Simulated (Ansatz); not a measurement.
Born–Oppenheimer molecular dynamics of ClH5OSSi (9 atoms, charge 0, multiplicity 1). It starts at the highest image of a converged band, a first-order saddle point between two minima.

Theory: Ansatz 0.2.0, RKS PBE0/def2-SVP.

- ensemble: NVE (velocity Verlet)
- time step: 0.5 fs
- steps asked: 200
- starting velocities drawn for: 300 K
- seed: 2568

First frame:

```xyz
9
Properties=species:S:1:pos:R:3
Si 0.152 0.196 0.015
O -0.060 0.024 1.834
H -0.808 -0.420 2.264
Cl 1.899 -0.417 -0.935
H -0.699 1.226 -0.637
H -0.637 -1.071 -0.177
S 1.320 2.134 1.109
H 2.497 1.521 1.362
H 0.394 1.002 2.095
```

Q: How far do the bonds stretch over the last three quarters of this one trajectory? (Pairs bonded in most of those frames.)

A: 
```json
{"bond": "Si1–Cl4", "mean (Å)": "2.090", "spread (Å)": "0.055", "shortest": "2.00", "longest": "2.16"}
{"bond": "Si1–H5", "mean (Å)": "1.501", "spread (Å)": "0.054", "shortest": "1.42", "longest": "1.59"}
{"bond": "Si1–H6", "mean (Å)": "1.489", "spread (Å)": "0.017", "shortest": "1.46", "longest": "1.53"}
{"bond": "Si1–S7", "mean (Å)": "2.191", "spread (Å)": "0.080", "shortest": "2.10", "longest": "2.38"}
{"bond": "O2–H3", "mean (Å)": "0.967", "spread (Å)": "0.013", "shortest": "0.95", "longest": "0.99"}
{"bond": "O2–H9", "mean (Å)": "0.973", "spread (Å)": "0.025", "shortest": "0.93", "longest": "1.03"}
{"bond": "S7–H8", "mean (Å)": "1.352", "spread (Å)": "0.004", "shortest": "1.35", "longest": "1.36"}
```

Mean temperature of the second half: 834 K. The conserved energy stayed within 0.16 meV per atom of its start (net change 0.11 meV per atom), so the integration is sound. The kinetic energy rose, since the run started high on the potential surface and went downhill. It ends in pieces (ClH3SSi + H2O), so much of that is their flight and rotation, not heat. A run of 0.1 ps of so small a system gives no equilibrium averages. The orbitals stay closed-shell, which can raise the energy where a bond breaks towards radicals; this wasn't checked here.

Time of the run: 6.7 min on 2 threads of Arm Neoverse V2, with other jobs on the host, peak memory 0.19 GiB.
